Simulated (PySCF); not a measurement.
Ge(H)(Cl)2(Me) (CH4Cl2Ge), SMILES [CH3][GeH]([Cl])[Cl]. Coordinates come from a PBE-D3(BJ)/def2-SVP optimisation.

Calculation: PBE-D3(BJ)/def2-SVP run with PySCF.

Harmonic wavenumbers (cm⁻¹): 105, 138, 152, 173, 399, 419, 599, 630, 683, 791, 824, 1203, 1373, 1377, 2098, 2991, 3105, 3113. Rotational constants (GHz): 3.496, 2.058, 1.480; symmetry number 1.

Task: Work out the zero-point energy and the ideal-gas rigid-rotor harmonic-oscillator thermochemistry at 298.15 K and 1 atm.

Result: ZPE = ½ Σ hcν = ½ × 20172 cm⁻¹ = 120.65 kJ/mol. H − E(el) = 140.67 kJ/mol. Entropy in J/(mol K): translation 172.01, rotation 116.33, vibration 61.75, total 350.09. G − E(el) = 36.29 kJ/mol. Cp = 96.54 J/(mol K). Modes under 150 cm⁻¹ make the vibrational entropy uncertain.
